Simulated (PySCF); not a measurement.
## Energy of Au (gold, neutral) between two integer charges

The 6s alpha orbital of [Xe] 4f14 5d10 6s1 is emptied in steps (occupation f), with all orbitals relaxed, ending at [Xe] 4f14 5d10. Calculation: PySCF 2.14, in def2-TZVPPD with the def2 core potential (60 electrons) (6s5p3d2f1g, 59 functions); scalar relativity through the core potential. The exact energy is a straight line in f; departures are measured from the line between the end points of the same method.

| f | UHF (eV) | LDA (eV) | PBE (eV) | PBE0 (eV) | r2SCAN (eV) | LC-wPBE (eV) | BHandHLYP (eV) | wB97X (eV) | BLYP (eV) | r2SCAN0 (eV) |
| --- | --- | --- | --- | --- | --- | --- | --- | --- | --- | --- |
| 1 | 0.000 | 0.000 | 0.000 | 0.000 | 0.000 | 0.000 | 0.000 | 0.000 | 0.000 | 0.000 |
| 0.8 | 0.041 | -0.577 | -0.566 | -0.405 | -0.511 | -0.012 | -0.267 | -0.061 | -0.579 | -0.366 |
| 0.6 | 0.060 | -0.869 | -0.854 | -0.610 | -0.773 | -0.018 | -0.403 | -0.091 | -0.874 | -0.553 |
| 0.4 | 0.059 | -0.874 | -0.858 | -0.612 | -0.777 | -0.017 | -0.405 | -0.091 | -0.879 | -0.555 |
| 0.2 | 0.038 | -0.585 | -0.575 | -0.410 | -0.521 | -0.012 | -0.271 | -0.060 | -0.590 | -0.371 |
| 0 | 0.000 | 0.000 | 0.000 | 0.000 | 0.000 | 0.000 | 0.000 | 0.000 | 0.000 | 0.000 |

Problem. For r2SCAN, how does the orbital energy at f = 1 compare with the removal energy?

Solution. −ε = 6.311 eV against a total-energy difference of 9.484 eV. By Janak's theorem ε = ∂E/∂f, so the gap between them reflects the curvature. Along the path −ε is 7.545 (f = 0.8), 8.813 (f = 0.6), 10.112 (f = 0.4), 11.426 (f = 0.2) eV.

| method | E(f=0) − E(f=1) (eV) | −ε at f=1 (eV) | −ε at f=0.4 (eV) |
| --- | --- | --- | --- |
| UHF | 7.685 | 7.949 | 7.629 |
| LDA | 9.889 | 6.307 | 10.597 |
| PBE | 9.529 | 6.015 | 10.220 |
| PBE0 | 9.214 | 6.691 | 9.714 |
| r2SCAN | 9.484 | 6.311 | 10.112 |
| LC-wPBE | 8.890 | 8.814 | 8.903 |
| BHandHLYP | 8.907 | 7.243 | 9.235 |
| wB97X | 8.850 | 8.472 | 8.929 |
| BLYP | 9.506 | 5.909 | 10.213 |
| r2SCAN0 | 9.252 | 6.976 | 9.705 |

Reference removal energy between the ground levels: 9.226 eV (measured; NIST Atomic Spectra Database, ionization energies). UHF lacks correlation.
